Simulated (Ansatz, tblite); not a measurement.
Species of one formula, P4RuCl2F12 (singlet), each relaxed with PBE-D4/def2-SVP in Ansatz.

In the def2 sets Ru takes a core potential, while STO-3G treats all electrons; there is no spin–orbit coupling. The xTB rows come from tblite. Correlated methods freeze 42 core orbitals; core or outer-core shells of Ru are correlated, in sets that lack core-valence functions. Single mean-field runs in def2-TZVP are fitted with def2-universal-jkfit.

Other spin states weren't relaxed.

A: cis-RuCl2(PF3)4 (P₄RuCl₂F₁₂)

B: trans-RuCl2(PF3)4 (P₄RuCl₂F₁₂)

Estimate which lies lowest at each level, and how far above it the others are (eV).


```json
{"level": "GFN1-xTB", "A": "0.01", "B": "0.00"}
{"level": "GFN2-xTB", "A": "0.12", "B": "0.00"}
{"level": "HF/STO-3G", "A": "0.36", "B": "0.00"}
{"level": "HF/def2-SVP", "A": "0.00", "B": "0.00"}
{"level": "PBE-D4/def2-SVP", "A": "0.00", "B": "0.37"}
{"level": "PBE-D4/def2-TZVP", "A": "0.00", "B": "0.40"}
{"level": "r2SCAN-D4/def2-TZVP", "A": "0.00", "B": "0.43"}
{"level": "r2SCANh-D4/def2-TZVP", "A": "0.00", "B": "0.41"}
{"level": "PBE0-D4/def2-SVP", "A": "0.00", "B": "0.34"}
{"level": "PBE0-D4/def2-TZVP", "A": "0.00", "B": "0.36"}
{"level": "RPA@PBE/def2-SVP", "A": "0.00", "B": "0.31"}
{"level": "MP2/def2-SVP", "A": "0.00", "B": "0.55"}
```
Point groups (tolerance 0.1 Å): A not assigned, B not assigned. A and B have the same bonds, so they are conformers or stereoisomers.
